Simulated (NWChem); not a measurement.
Species: Si$_{2}$H$_{3}$ClF$_{2}$; SMILES F[Si](F)([SiH3])Cl

```xyz
8

F      1.3188    -0.3107     1.3048
Si     0.3684    -0.0942     0.0010
F      1.3188    -0.3059    -1.3035
Si    -0.6161     2.0234     0.0048
Cl    -1.0590    -1.5823    -0.0017
H     -1.4652     2.1490    -1.2271
H     -1.4711     2.1420     1.2334
H      0.4497     3.0818     0.0106
```
Atoms are numbered in this order, from 1.

Level: PBE-D3(BJ)/def2-SVP (NWChem), optimised geometry, unscaled harmonic frequencies. 

### Question
List the harmonic frequencies with IR intensities, and the thermochemistry.

### Answer
```csv
frequency (cm⁻¹),IR intensity (km/mol)
101,0.5
103,0.0
127,1.1
217,4.9
252,28.3
275,18.5
426,14.3
500,23.0
506,10.7
598,189.7
820,196.8
865,41.5
890,7.3
895,64.0
931,124.0
2172,28.4
2191,57.3
2192,55.7
```

```yaml
zero_point_energy: 20.1 kcal/mol
thermal correction to the enthalpy at 298.15 K (with zero-point energy): 25.5 kcal/mol
heat capacity Cv: 24.7 cal/(mol K)
entropy at 298.15 K and 1 atm (symmetry number 1): 87.3 cal/(mol K)
dipole_moment: 1.83 D
```

Rigid rotor and harmonic oscillator.
